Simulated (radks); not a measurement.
Task: All-electron atom: Ca10+ in [Ne]. All-electron calculation, scalar-relativistic Kohn-Sham, PBEsol, spin-polarised, spherical densities, finite nucleus; Fermi nuclear charge, rms radius 3.4776 fm. Program: a radial shooting solver on a logarithmic mesh with Libxc functionals. Some entries of the table are withheld. Estimate them.

orbital  occ.  eigenvalue (eV)  <1/r> (bohr^-1)  <r^2> (bohr^2)
1s          2              (1)            19.73        0.007944
2s          2        -636.8380              (2)          0.1524
2p          6        -559.6464            4.010          0.1269

Result: 
(1) 1s eigenvalue (eV): -4184.480
(2) 2s <1/r> (bohr^-1): 4.101
